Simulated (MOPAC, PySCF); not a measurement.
[Zn(H)2], neutral singlet in the gas phase. 

Cartesian coordinates (Å):
```xyz
3

Zn     0.0000     0.0000     0.0000
H     -0.3358     0.5105     1.4251
H      0.3358    -0.5105    -1.4251
```
Charge 0, spin multiplicity 1.

All levels are single points at this geometry (PBE-D3(BJ)/def2-SVP); Pople sets use spherical d functions. Orbital energies aren't observables, and empty levels follow the basis.

PBE-D3(BJ)/def2-TZVP in PySCF gives gap (eV) = 5.45.

**Question.** Estimate the gap (eV) from each of these levels: B3LYP-D3(BJ)/def2-TZVP in PySCF; TPSSh-D3(BJ)/def2-TZVP in PySCF; B3LYP/3-21G in PySCF; BP86/6-31G* (LANL2DZ on Zn) in PySCF; PBE/6-31G* (LANL2DZ on Zn) in PySCF; SVWN5/6-31G* (LANL2DZ on Zn) in PySCF; HF/3-21G in PySCF; HF/6-31G* (LANL2DZ on Zn) in PySCF; HF/STO-3G in PySCF; AM1 in MOPAC; PM6 in MOPAC; PM7 in MOPAC.

**Answer.** 
```
level                                  gap (eV)
-------------------------------------  --------
B3LYP-D3(BJ)/def2-TZVP in PySCF            6.88
TPSSh-D3(BJ)/def2-TZVP in PySCF            6.56
B3LYP/3-21G in PySCF                       6.79
BP86/6-31G* (LANL2DZ on Zn) in PySCF       5.43
PBE/6-31G* (LANL2DZ on Zn) in PySCF        5.33
SVWN5/6-31G* (LANL2DZ on Zn) in PySCF      5.23
HF/3-21G in PySCF                         12.02
HF/6-31G* (LANL2DZ on Zn) in PySCF        11.90
HF/STO-3G in PySCF                         7.71
AM1 in MOPAC                              13.03
PM6 in MOPAC                               7.21
PM7 in MOPAC                              12.64
```
